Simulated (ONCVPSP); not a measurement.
# Before and after: ONCV potential for Bi

bismuth (Bi), optimised norm-conserving Vanderbilt (ONCV), made with ONCVPSP 4.0.1 (BLYP, scalar-relativistic). Core [Xe] 4f14 5d10, reference 6s2 6p3. Waves: 6s: rc 1.80 bohr, ncon 4, nbas 8, qcut 3.1 1/bohr, 2 projectors, debl 3.6 Ha; 6p: rc 2.45 bohr, ncon 5, nbas 8, qcut 4 1/bohr, 2 projectors, debl 3.6 Ha; d scattering state at 0.1 Ha: rc 2.65 bohr, ncon 3, nbas 7, qcut 3.5 1/bohr, 2 projectors, debl 3.9 Ha. Local part: polynomial inside 1.60 bohr (lpopt 5, dvloc0 2 Ha). Core correction: polynomial model core, fcfact 0.65.

All-electron outer shells of the reference configuration (BLYP, scalar-relativistic, ld1.x):

```json
{"shell": "5p", "level (eV)": "-95.62", "outermost node (bohr)": "0.48", "outermost maximum (bohr)": "0.86"}
{"shell": "5d", "level (eV)": "-26.85", "outermost node (bohr)": "0.51", "outermost maximum (bohr)": "1.03"}
{"shell": "6s", "level (eV)": "-14.37", "outermost node (bohr)": "0.98", "outermost maximum (bohr)": "1.86"}
{"shell": "6p", "level (eV)": "-4.46", "outermost node (bohr)": "1.14", "outermost maximum (bohr)": "2.44"}
```

Change: s: nproj 3.

Cutoffs: the cutoffs (Ha) at which the residual kinetic energy of the hardest occupied pseudo-wave falls to 1 and 0.1 mHa per electron; they do not see the model core or the augmentation charge, which bear on the density cutoff. Errors are all-electron minus pseudo energies relative to the spin-unpolarised reference configuration.

Q: How do hardness, ghosts and transferability respond?

A: The potential gets neither clearly harder nor softer (18 Ha and 44 Ha → 18 Ha and 44 Ha); the lowest positive-energy flag moves from s at 49.7 eV to p at 115.7 eV; the errors of the 4 common tests hardly move; the range in which the s phases agree widens (upper end 1.8 → at the end of the scan); neither file shows a bound ghost.

```csv
quantity,base,changed
"cutoff, loose",18 Ha,18 Ha
"cutoff, tight",44 Ha,44 Ha
bound ghosts,none,none
GHOST(+) flags under 300 eV,"s at 49.7 eV, p at 115.7 eV, d at 126.5 eV","p at 115.7 eV, d at 126.5 eV, s at 179.7 eV"
"error for 6s2 6p2, meV [ΔE 7.82 eV]",-12,-12
"error for 6s2 6p1, meV [ΔE 23.04 eV]",-71,-71
"error for 6s2 6p0, meV [ΔE 46.46 eV]",-225,-227
"error for 6s1 6p0, meV [ΔE 91.94 eV]",-735,-737
s: phases at 1.83 bohr within 0.05 rad from the reference energy up to (Ha; the scan ends near 5),1.8,to the end of the scan
p: phases at 2.49 bohr within 0.05 rad from the reference energy up to (Ha; the scan ends near 5),4.1,4.1
d: phases at 2.69 bohr within 0.05 rad from the reference energy up to (Ha; the scan ends near 5),0.4,0.4
"rms error of d²Exc/dni dnj with the model core, mHa",0.74,0.74
```
